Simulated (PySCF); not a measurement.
Molecular orbitals of GeN⁻

PBE0 at R = 1.686 Å; Ge aug-pcseg-1, N aug-pcseg-1; no relativity (PySCF 2.14). State: ¹Σ⁺ (singlet), closed shell. Only the outer orbitals are listed, counted within each symmetry.

```json
{"orbital": "8σ", "occ.": "2", "ε (eV)": "-14.26", "on Ge (%)": "14", "main shells (%)": "82 N s, 10 Ge s"}
{"orbital": "9σ", "occ.": "2", "ε (eV)": "-5.29", "on Ge (%)": "70", "main shells (%)": "65 Ge s, 16 N p, 14 N s"}
{"orbital": "4π", "occ.": "2", "ε (eV)": "-1.06", "on Ge (%)": "33", "main shells (%)": "66 N p, 32 Ge p"}
{"orbital": "4π", "occ.": "2", "ε (eV)": "-1.06", "on Ge (%)": "33", "main shells (%)": "66 N p, 32 Ge p"}
{"orbital": "10σ", "occ.": "2", "ε (eV)": "-1.05", "on Ge (%)": "47", "main shells (%)": "50 N p, 27 Ge p, 20 Ge s"}
{"orbital": "5π", "occ.": "0", "ε (eV)": "3.54", "on Ge (%)": "107", "main shells (%)": "109 Ge p"}
{"orbital": "5π", "occ.": "0", "ε (eV)": "3.54", "on Ge (%)": "107", "main shells (%)": "109 Ge p"}
```

Problem. Which are the highest filled and the lowest empty level, where do they sit, and how wide is the gap?

Solution. Highest filled 10σ at -1.05 eV (in %: 50 N p, 27 Ge p, 20 Ge s); lowest empty 5π at 3.54 eV (in %: 109 Ge p); the gap at PBE0 is 4.59 eV. An empty level above zero is unbound, and its energy depends on the basis.

- bond order (Mayer): 2.40
- ⟨S²⟩: 0.000
- charge on Ge (Mulliken, basis-dependent): 0.10
- charge on Ge (Löwdin, basis-dependent): 0.09
- dipole moment (positive dipole points towards N; it is taken about the centre of mass and depends on that origin): -3.97 D
- polarisability along the bond: 91.0 bohr³
- polarisability across the bond: 62.7 bohr³

Shares are Mulliken populations and can fall outside 0 to 100 %.
